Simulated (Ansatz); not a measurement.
Basis sets compared for the cluster Li2Si2⁺. Total charge 1; doublet. Geometry PBE0-D4/def2-TZVP. Ansatz on 4 threads of Arm Neoverse V1 on a shared host; times are rough, and most runs start from earlier orbitals.

```xyz
4

Li    1.818    0.391   -1.097
Li   -0.725   -0.535    1.962
Si   -0.480   -0.949   -0.686
Si   -0.613    1.092   -0.179
```

The structure comes from a short search, and lower isomers may exist.

| level | functions | energy (Eh) | HOMO (eV) | LUMO (eV) | wall time |
| --- | --- | --- | --- | --- | --- |
| PBE-D4/def2-SVP | 54 | -593.2528 | -9.47 | -8.38 | 0.8 s |
| PBE0-D4/def2-SVP | 54 | -593.3079 | -10.30 | -7.57 | 0.9 s |

Q: Estimate the rows for PBE-D4/def2-TZVP, PBE0-D4/def2-TZVP (with forces).

A: 
```csv
level,functions,energy (Eh),HOMO (eV),LUMO (eV),wall time
PBE-D4/def2-TZVP,102,-593.4645,-9.35,-8.28,1.2 s
PBE0-D4/def2-TZVP (with forces),102,-593.5176,-10.17,-7.44,3.2 s
```
